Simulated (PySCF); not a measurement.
3-silylpropanenitrile (C3H7NSi), SMILES N#CCC[SiH3]. Coordinates come from a PBE-D3(BJ)/def2-SVP optimisation. One conformer was computed; it need not be the lowest.

Give the equilibrium geometry at PBE-D3(BJ)/def2-SVP (PySCF confirms it by a frequency run) as a Z-matrix. (Estimate from the structure and the level; the computed values follow.)

This is not unique; one that fits is 
```
C
H 1 1.1104
H 1 1.1105 2 106.28
C 1 1.5445 2 108.47 3 -118.18
H 4 1.1118 1 110.70 2 55.59
H 4 1.1119 5 106.01 1 120.00
C 4 1.4648 5 107.72 6 115.26
N 7 1.1713 5 150.22 4 -177.86
Si 1 1.9074 2 107.74 3 116.01
H 9 1.5016 1 111.08 2 -173.62
H 9 1.5039 10 109.51 1 -120.14
H 9 1.5061 10 109.09 11 -119.31
```
